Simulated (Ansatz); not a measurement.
The input (input.yaml):

```yaml
crystal:
  periodic: [false, false, false]
  atoms:
    - { symbol: Ge, position_ang: [0.297054, 0.0, 0.074235] }
    - { symbol: Cl, position_ang: [0.693364, 0.0, 2.205034] }
    - { symbol: H, position_ang: [1.650611, 0.0, -0.64184] }
    - { symbol: H, position_ang: [-0.504965, 1.26567, -0.241765] }
    - { symbol: H, position_ang: [-0.504965, -1.26567, -0.241765] }
basis:
  gaussian: { orbitals: def2-SVP }
hamiltonian:
  xc: r2scan
  dispersion: d4
neb:
  order_check: false
  images: 9
  f_tol: 0.05
  max_iterations: 50
  final_atoms:
    - { symbol: Ge, position_ang: [-0.21165894, 0.0, -0.81365893] }
    - { symbol: Cl, position_ang: [1.39355033, 0.0, 1.36830623] }
    - { symbol: H, position_ang: [2.50750363, 0.0, 0.71483848] }
    - { symbol: H, position_ang: [-1.02914801, 1.137637, -0.05779339] }
    - { symbol: H, position_ang: [-1.02914801, -1.137637, -0.05779339] }
  initial_path:
    images:
      - { positions_ang: [[0.297054, 0.0, 0.074235], [0.693364, 0.0, 2.205034], [1.650611, 0.0, -0.64184], [-0.504965, 1.26567, -0.241765], [-0.504965, -1.26567, -0.241765]] }
      - { positions_ang: [[0.23767056, 0.0, 0.05934925], [0.82450017, 0.0, 2.16580861], [1.66869497, 0.0, -0.47770414], [-0.54988335, 1.265496, -0.29677736], [-0.54988335, -1.265496, -0.29677736]] }
      - { positions_ang: [[0.17828712, 0.0, 0.04446351], [0.95563635, 0.0, 2.12658321], [1.68677895, 0.0, -0.31356828], [-0.59480171, 1.265322, -0.35178972], [-0.59480171, -1.265322, -0.35178972]] }
      - { positions_ang: [[0.11890368, 0.0, 0.02957776], [1.08677252, 0.0, 2.08735782], [1.70486292, 0.0, -0.14943241], [-0.63972006, 1.265148, -0.40680209], [-0.63972006, -1.265148, -0.40680209]] }
      - { positions_ang: [[0.05952024, 0.0, 0.01469201], [1.2179087, 0.0, 2.04813243], [1.7229469, 0.0, 0.01470345], [-0.68463842, 1.264974, -0.46181445], [-0.68463842, -1.264974, -0.46181445]] }
      - { positions_ang: [[0.0001368, 0.0, -0.00019373], [1.34904487, 0.0, 2.00890704], [1.74103087, 0.0, 0.17883931], [-0.72955677, 1.2648, -0.51682681], [-0.72955677, -1.2648, -0.51682681]] }
      - { positions_ang: [[-0.04222235, 0.0, -0.16288677], [1.35794597, 0.0, 1.88078688], [1.89432542, 0.0, 0.28603914], [-0.78947502, 1.2393674, -0.42502012], [-0.78947502, -1.2393674, -0.42502012]] }
      - { positions_ang: [[-0.0845815, 0.0, -0.32557981], [1.36684706, 0.0, 1.75266671], [2.04761997, 0.0, 0.39323898], [-0.84939327, 1.2139348, -0.33321344], [-0.84939327, -1.2139348, -0.33321344]] }
      - { positions_ang: [[-0.12694064, 0.0, -0.48827285], [1.37574815, 0.0, 1.62454655], [2.20091453, 0.0, 0.50043881], [-0.90931152, 1.1885022, -0.24140676], [-0.90931152, -1.1885022, -0.24140676]] }
      - { positions_ang: [[-0.16929979, 0.0, -0.65096589], [1.38464924, 0.0, 1.49642639], [2.35420908, 0.0, 0.60763864], [-0.96922976, 1.1630696, -0.14960007], [-0.96922976, -1.1630696, -0.14960007]] }
      - { positions_ang: [[-0.21165894, 0.0, -0.81365893], [1.39355033, 0.0, 1.36830623], [2.50750363, 0.0, 0.71483848], [-1.02914801, 1.137637, -0.05779339], [-1.02914801, -1.137637, -0.05779339]] }
```

Run as:

```bash
$ ansatz run input.yaml --threads 1 --pin off --max-ram 2048MiB --backend cpu --events-out ev --progress --plain --runs-dir out
```

Hardware: 1 thread of Arm Neoverse V2, on a shared host.

Problem. Roughly how long does this run take, and how much memory?

Solution. 3.6 min, with a peak of 0.12 GiB, for 8 band iterations.
